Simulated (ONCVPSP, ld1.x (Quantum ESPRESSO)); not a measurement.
# Hardness and transferability of assorted potentials

Generated with ld1.x 7.5 (TM, RRKJ, ultrasoft, PAW), atompaw 4.2 or ONCVPSP 4.0.1. The cutoff is in Ry: for ld1.x and atompaw files where the sum of valence levels is converged to 10 mRy in a Bessel basis, for ONCV files where the hardest occupied wave has 1 mHa per electron of residual kinetic energy. The error is the largest all-electron minus pseudo excitation energy over each file’s own four to seven test configurations (ionisations up to +4, promotions, holes and added fractions of an electron), all of which were solved. The labels leave out finer settings (local radius, basis sizes, second energies), which also bear on the numbers. Spin-polarised tests are not counted. The rows are a selection from randomly drawn settings: files with unsolved tests, undetermined cutoffs or missed reference levels are left out.

A true bound ghost makes a file unfit for plane-wave use even where its test errors are small: the radial tests pick states by their node count and pass the ghost by.

```tsv
element	potential	cutoff (Ry)	largest error (meV)	bound ghosts
Se	PAW, PBEsol, scalar-relativistic, rc 1.35/1.65 (sp), local smoothed, core correction yes, reference 4s2 4p4	21	-102	none
Mo	RRKJ, PBE, scalar-relativistic, rc 1.20/1.70/1.45 (spd), local smoothed, core correction yes, reference 4s2 4p6 4d3 5s0 5p0	110	+575	none
Sb	ONCV, BLYP, scalar-relativistic, rc 1.55/1.40/1.20 (spd), local smoothed, core correction yes, reference 4s2 4p6 4d10 5s2 5p3, qcut 7.1/11.7/10.3, projectors 2/2/2	88	-13	none
Lu	ONCV, PBEsol, non-relativistic, rc 2.15/1.60/3.10/1.15 (spdf), local f, core correction yes, reference 4f14 5s2 5p6 5d1 6s1.75, qcut 5.1/5.3/5.9/12.6, projectors 2/3/1/0	561	-117	s
Pb	ONCV, Wu-Cohen, scalar-relativistic, rc 1.60/1.65/1.25 (spd), local d, core correction no, reference 5s2 5p6 5d10 6s1.75 6p2.25, qcut 8/8.1/7.8, projectors 2/3/0	49	-8.7	none
```

(1) Fill in the row for Mg: ONCV, PBE, scalar-relativistic, rc 1.05/1.50/1.55 (spd), local smoothed, core correction yes, reference 2s2 2p6 3s1.5 3p0.5, qcut 14/10.5/6.8, projectors 2/2/2.

Results:

(1) cutoff 97 Ry, largest error -3.0 meV, bound ghosts: none.
